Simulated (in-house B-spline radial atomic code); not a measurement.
A run on an ion of nuclear charge 58 with 58.8 electrons that did not converge. Method: scalar-relativistic (X2C) PBE0, spin-polarised, spherical fractional occupations, Fermi nucleus of rms radius 4.8771 fm; computed with an all-electron radial atomic-structure program (B-spline basis).

Command:
```bash
python run_scf.py task.json out
```
Settings (nuclear radius in fm, mass in u):
```
Z                58
configuration    [Xe] 4f1.8 5d1 6s2
hamiltonian      x2c
method           pbe0
spin_polarised   True
nucleus          fermi
rms_radius       4.8771
atomic_mass      139.90545
speed_of_light   137.035999084
```

First and last ten iterations of the last attempt (damped for 15 steps, keeping 80 % of the old Fock matrix, then DIIS):
```
 iter        energy (Eh)    residual
    1       -8851.822203    4.77e-01
    2       -8851.971861    4.26e-01
    3       -8855.759976    2.70e-01
    4       -8857.636694    1.65e-01
    5       -8858.527588    9.70e-02
    6       -8858.932915    5.46e-02
    7       -8859.110015    3.24e-02
    8       -8859.185116    1.83e-02
    9       -8858.493038    7.53e-02
   10       -8859.069441    4.13e-02
  111       -8857.342247    7.88e-02
  112       -8857.993105    7.53e-02
  113       -8859.164577    2.68e-02
  114       -8859.170890    2.51e-02
  115       -8858.515144    7.17e-02
  116       -8858.527317    7.08e-02
  117       -8858.549874    6.83e-02
  118       -8858.102882    6.99e-02
  119       -8858.102611    6.97e-02
  120       -8858.110370    6.94e-02
 not converged after 120 iterations
```

The smallest residual met was 1.3e-02; the threshold is about 6e-07. No energy from this run should be used. The likely cause: this method binds the added charge weakly or not at all at the basis-set limit, so charge moves back and forth between the atom and the box. Time taken, with all properties: 5 s on 1 thread of Arm Neoverse V1, with other jobs on the host.
